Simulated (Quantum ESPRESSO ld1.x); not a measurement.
Species: Sr2+. Configuration: [Ar] 3d9.5 4s2 4p6 5s0.5 (fractional occupations, a model configuration). Calculated with ld1.x of Quantum ESPRESSO 7.5: scalar-relativistic Kohn-Sham, LDA (Slater exchange, Perdew-Zunger correlation), spin-polarised, spherical densities, point nucleus; open shells are filled with parallel spins first.

Unscreened Slater integrals over Kohn-Sham orbitals (hartree). They are taken over the spin-up orbitals.

\begin{tabular}{lr}
integral & value \\ \hline
F0(5s,5s) & 0.26546 \\
F0(5s,4p) & 0.32863 \\
G1(5s,4p) & 0.028580 \\
F0(5s,4s) & 0.33384 \\
G0(5s,4s) & 0.017818 \\
F0(5s,3d) & 0.35895 \\
G2(5s,3d) & 0.0096464 \\
F0(4p,4p) & 0.60097 \\
F2(4p,4p) & 0.31533 \\
F0(4p,4s) & 0.63712 \\
G1(4p,4s) & 0.42868 \\
F0(4p,3d) & 0.78140 \\
F2(4p,3d) & 0.17304 \\
G1(4p,3d) & 0.056364 \\
G3(4p,3d) & 0.053550 \\
F0(4s,4s) & 0.68160 \\
F0(4s,3d) & 0.86964 \\
G2(4s,3d) & 0.072667 \\
F0(3d,3d) & 1.8569 \\
F2(3d,3d) & 0.90384 \\
F4(3d,3d) & 0.57181 \\
\end{tabular}

Derived for the open shells (J is the average intra-shell exchange parameter used in DFT+U). 3d: Racah B = F2/49 - 5 F4/441 = 0.01196 hartree, C = 35 F4/441 = 0.04538 hartree, C/B = 3.79, F4/F2 = 0.633, J = (F2 + F4)/14 = 0.1054 hartree.
